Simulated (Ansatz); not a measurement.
# Molecular dynamics of AlClH6N2

The input (input.yaml):

```yaml
crystal:
  periodic: [false, false, false]
  atoms:
    - { symbol: Al, position_ang: [-0.173579, 0.10887, 0.149264] }
    - { symbol: Cl, position_ang: [0.766922, 1.33074, -2.092582] }
    - { symbol: "N", position_ang: [1.347996, 0.078401, 1.083919] }
    - { symbol: "N", position_ang: [-1.255023, -1.297718, -0.060524] }
    - { symbol: H, position_ang: [-0.253474, 1.687983, -1.163323] }
    - { symbol: H, position_ang: [-0.994911, 1.538598, -0.101235] }
    - { symbol: H, position_ang: [2.180746, 0.615963, 0.85165] }
    - { symbol: H, position_ang: [1.537816, -0.580924, 1.836457] }
    - { symbol: H, position_ang: [-2.225828, -1.221493, -0.361197] }
    - { symbol: H, position_ang: [-0.930566, -2.260418, -0.14253] }
basis:
  gaussian: { orbitals: "6-31G*" }
hamiltonian:
  xc: pbe
md:
  timestep: 0.5
  n_steps: 200
  ensemble: nve
  temperature: 100.0
  initial_velocities: maxwell_boltzmann
  seed: 6643
```

Run as:

```bash
$ ansatz run input.yaml --threads 2 --pin off --max-ram 3072MiB --backend cpu --events-out ev --progress --plain --runs-dir out
```

It starts at the highest image of a converged band, a first-order saddle point between two minima.

Output, in part (one step line in 7, the closing report, with atoms numbered from 0):

```
md step     0: t =     0.00 fs  T =   100.0 K  F+E_penalty+E_count = -22184.92378523 eV  E_kin = 0.103408 eV  conserved = -22184.82037723 eV  (28 SCF iters)
md step     7: t =     3.50 fs  T =    76.5 K  F+E_penalty+E_count = -22184.89934982 eV  E_kin = 0.079123 eV  conserved = -22184.82022668 eV  (30 SCF iters)
md step    14: t =     7.00 fs  T =    57.9 K  F+E_penalty+E_count = -22184.87999419 eV  E_kin = 0.059843 eV  conserved = -22184.82015126 eV  (30 SCF iters)
md step    21: t =    10.50 fs  T =    55.2 K  F+E_penalty+E_count = -22184.87728882 eV  E_kin = 0.057052 eV  conserved = -22184.82023688 eV  (31 SCF iters)
md step    28: t =    14.00 fs  T =    46.6 K  F+E_penalty+E_count = -22184.86844773 eV  E_kin = 0.048194 eV  conserved = -22184.82025346 eV  (31 SCF iters)
md step    35: t =    17.50 fs  T =    57.3 K  F+E_penalty+E_count = -22184.87956665 eV  E_kin = 0.059290 eV  conserved = -22184.82027705 eV  (31 SCF iters)
md step    42: t =    21.00 fs  T =    52.1 K  F+E_penalty+E_count = -22184.87412807 eV  E_kin = 0.053927 eV  conserved = -22184.82020151 eV  (23 SCF iters)
md step    49: t =    24.50 fs  T =    35.2 K  F+E_penalty+E_count = -22184.85655438 eV  E_kin = 0.036414 eV  conserved = -22184.82013994 eV  (31 SCF iters)
md step    56: t =    28.00 fs  T =    51.3 K  F+E_penalty+E_count = -22184.87336663 eV  E_kin = 0.053028 eV  conserved = -22184.82033913 eV  (30 SCF iters)
md step    63: t =    31.50 fs  T =    48.0 K  F+E_penalty+E_count = -22184.86984350 eV  E_kin = 0.049604 eV  conserved = -22184.82023970 eV  (31 SCF iters)
md step    70: t =    35.00 fs  T =    53.2 K  F+E_penalty+E_count = -22184.87519365 eV  E_kin = 0.054995 eV  conserved = -22184.82019839 eV  (22 SCF iters)
md step    77: t =    38.50 fs  T =    52.6 K  F+E_penalty+E_count = -22184.87459992 eV  E_kin = 0.054381 eV  conserved = -22184.82021929 eV  (22 SCF iters)
md step    84: t =    42.00 fs  T =    42.2 K  F+E_penalty+E_count = -22184.86384748 eV  E_kin = 0.043592 eV  conserved = -22184.82025547 eV  (31 SCF iters)
md step    91: t =    45.50 fs  T =    40.2 K  F+E_penalty+E_count = -22184.86184612 eV  E_kin = 0.041552 eV  conserved = -22184.82029430 eV  (30 SCF iters)
md step    98: t =    49.00 fs  T =    40.6 K  F+E_penalty+E_count = -22184.86210069 eV  E_kin = 0.041955 eV  conserved = -22184.82014597 eV  (22 SCF iters)
md step   105: t =    52.50 fs  T =    62.1 K  F+E_penalty+E_count = -22184.88441120 eV  E_kin = 0.064183 eV  conserved = -22184.82022853 eV  (30 SCF iters)
md step   112: t =    56.00 fs  T =    69.9 K  F+E_penalty+E_count = -22184.89251695 eV  E_kin = 0.072267 eV  conserved = -22184.82024982 eV  (30 SCF iters)
md step   119: t =    59.50 fs  T =    84.3 K  F+E_penalty+E_count = -22184.90757347 eV  E_kin = 0.087218 eV  conserved = -22184.82035543 eV  (28 SCF iters)
md step   126: t =    63.00 fs  T =    67.1 K  F+E_penalty+E_count = -22184.88955823 eV  E_kin = 0.069430 eV  conserved = -22184.82012857 eV  (30 SCF iters)
md step   133: t =    66.50 fs  T =    80.5 K  F+E_penalty+E_count = -22184.90348293 eV  E_kin = 0.083245 eV  conserved = -22184.82023750 eV  (30 SCF iters)
md step   140: t =    70.00 fs  T =    89.6 K  F+E_penalty+E_count = -22184.91290451 eV  E_kin = 0.092686 eV  conserved = -22184.82021832 eV  (29 SCF iters)
md step   147: t =    73.50 fs  T =   118.9 K  F+E_penalty+E_count = -22184.94326537 eV  E_kin = 0.122955 eV  conserved = -22184.82031031 eV  (28 SCF iters)
md step   154: t =    77.00 fs  T =   134.2 K  F+E_penalty+E_count = -22184.95898394 eV  E_kin = 0.138764 eV  conserved = -22184.82021991 eV  (29 SCF iters)
md step   161: t =    80.50 fs  T =   143.7 K  F+E_penalty+E_count = -22184.96883591 eV  E_kin = 0.148604 eV  conserved = -22184.82023161 eV  (30 SCF iters)
md step   168: t =    84.00 fs  T =   141.6 K  F+E_penalty+E_count = -22184.96666019 eV  E_kin = 0.146430 eV  conserved = -22184.82022999 eV  (29 SCF iters)
md step   175: t =    87.50 fs  T =   150.6 K  F+E_penalty+E_count = -22184.97607829 eV  E_kin = 0.155750 eV  conserved = -22184.82032824 eV  (28 SCF iters)
md step   182: t =    91.00 fs  T =   145.7 K  F+E_penalty+E_count = -22184.97085712 eV  E_kin = 0.150682 eV  conserved = -22184.82017473 eV  (29 SCF iters)
md step   189: t =    94.50 fs  T =   161.4 K  F+E_penalty+E_count = -22184.98717569 eV  E_kin = 0.166910 eV  conserved = -22184.82026618 eV  (28 SCF iters)
md step   196: t =    98.00 fs  T =   163.5 K  F+E_penalty+E_count = -22184.98923261 eV  E_kin = 0.169035 eV  conserved = -22184.82019722 eV  (29 SCF iters)
md step   200: t =   100.00 fs  T =   168.2 K  F+E_penalty+E_count = -22184.99418266 eV  E_kin = 0.173974 eV  conserved = -22184.82020858 eV  (27 SCF iters)
Total energy: -22184.99422516 eV, -815.2835002455 hartree
Atom 0 at    -0.258712     0.091864     0.374164 Å, force    -0.349827    -0.672834    -0.069572 eV/Å
Atom 1 at     0.827510     1.413841    -2.293143 Å, force    -0.444446     0.196478     0.176317 eV/Å
Atom 2 at     1.330898    -0.015713     1.166927 Å, force     0.077270     0.554766     0.145645 eV/Å
Atom 3 at    -1.238368    -1.370451    -0.053550 Å, force     0.327229     0.160446     0.053803 eV/Å
Atom 4 at    -0.200044     1.773338    -1.520103 Å, force     0.458798    -0.089829    -0.291368 eV/Å
Atom 5 at    -0.982685     1.507203     0.209226 Å, force    -0.090417     0.168407    -0.034112 eV/Å
Atom 6 at     1.886974     0.821156     1.388635 Å, force    -0.097495    -0.459519    -0.101848 eV/Å
Atom 7 at     1.889698    -0.860994     1.176975 Å, force     0.259359    -0.102708     0.102922 eV/Å
Atom 8 at    -2.201702    -1.274228    -0.363235 Å, force    -0.132748    -0.007548    -0.074955 eV/Å
Atom 9 at    -0.924301    -2.335621    -0.188602 Å, force    -0.007723     0.252343     0.093167 eV/Å
Dipole moment:    -0.027121    -0.166870     0.079504 e Å
```

All steps were run. The conserved energy stayed within 0.027 meV per atom of its start (net change 0.017 meV per atom), so the integration is sound. A run of 0.1 ps of so small a system gives no equilibrium averages. The orbitals stay closed-shell, which can raise the energy where a bond breaks towards radicals; this wasn't checked here.

The step under study would form Al1–H6, Cl2–H5 and break Al1–Cl2, H5–H6. These pairs go: Al1–H6 1.67 → 1.60 Å, Cl2–H5 1.43 → 1.34 Å, Al1–Cl2 2.72 → 3.17 Å, H5–H6 1.30 → 1.92 Å. In the last frame they stand as after the step (other bonds may differ from the relaxed reactants and products). It ends as AlH5N2 + ClH. Pairs count as bonded within 1.25 times the sum of covalent radii (0.12 Å more for H–H).

Last frame:

```xyz
10
Properties=species:S:1:pos:R:3
Al -0.259 0.092 0.374
Cl 0.828 1.414 -2.293
N 1.331 -0.016 1.167
N -1.238 -1.371 -0.054
H -0.200 1.773 -1.520
H -0.983 1.507 0.209
H 1.887 0.821 1.389
H 1.890 -0.861 1.177
H -2.202 -1.274 -0.363
H -0.924 -2.336 -0.189
```

Time of the run: 4.9 min on 2 threads of Arm Neoverse V1, with other jobs on the host, peak memory 0.12 GiB.
